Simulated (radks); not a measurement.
Problem. All-electron atom: the technetium ion Tc+ in [Kr] 4d5 7d1 (not the ground configuration). Calculated with a radial shooting solver on a logarithmic mesh with Libxc functionals: scalar-relativistic Kohn-Sham, r2SCAN, spin-polarised, spherical densities, finite nucleus; open shells are filled with parallel spins first (spin-orbit coupling, left out, can overturn this in heavy ions); meta-GGA in the generalised Kohn-Sham scheme; Fermi nuclear charge, rms radius 4.4112 fm. Some entries of the table are withheld. Estimate them.

| orbital | occ. | eigenvalue (Ry) | <r> (bohr) |
|---|---|---|---|
| 1s down | 1 | -1538.102 | 0.03429 |
| 1s up | 1 | -1538.099 | 0.03429 |
| 2s up | 1 | -221.2555 | 0.1495 |
| 2s down | 1 | -221.1852 | 0.1495 |
| 2p up | 3 | -197.9279 | 0.1304 |
| 2p down | 3 | -197.8773 | 0.1304 |
| 3s up | 1 | -39.77497 | 0.4143 |
| 3s down | 1 | -39.75478 | 0.4144 |
| 3p up | 3 | -32.05088 | 0.4157 |
| 3p down | 3 | -32.02345 | 0.4157 |
| 3d up | 5 | -19.59549 | 0.3990 |
| 3d down | 5 | -19.54011 | 0.3990 |
| 4s up | 1 | -6.69599 | 1.067 |
| 4s down | 1 | -6.38607 | 1.057 |
| 4p up | 3 | -4.59594 | (1) |
| 4p down | 3 | -4.25153 | (2) |
| 4d up | 5 | (3) | 1.594 |
| 4d down | 0 | (4) | 1.604 |
| 7d up | 1 | -0.12371 | (5) |

Solution. 
(1) 4p up <r> (bohr): 1.179
(2) 4p down <r> (bohr): 1.166
(3) 4d up eigenvalue (Ry): -1.63456
(4) 4d down eigenvalue (Ry): -1.23210
(5) 7d up <r> (bohr): 18.42
